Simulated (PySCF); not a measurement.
SSn, SMILES [S]=[Sn] (connectivity only; charge and spin as stated), neutral, multiplicity 1. Coordinates come from a PBE0-D3(BJ)/def2-TZVP optimisation. The def2 effective core potentials stand for the cores of Sn; spin–orbit coupling is left out.

Calculation: PBE0-D3(BJ)/def2-TZVP run with PySCF 2.14.0.

Harmonic wavenumbers (cm⁻¹): 504. Rotational constants (GHz): 4.124 (linear); symmetry number 1.

Work out the zero-point energy and the ideal-gas rigid-rotor harmonic-oscillator thermochemistry at 298.15 K and 1 atm.

ZPE = ½ Σ hcν = ½ × 504 cm⁻¹ = 3.01 kJ/mol. H − E(el) = 12.27 kJ/mol. Entropy in J/(mol K): translation 171.30, rotation 69.16, vibration 2.72, total 243.17. G − E(el) = -60.23 kJ/mol. Cp = 34.30 J/(mol K).
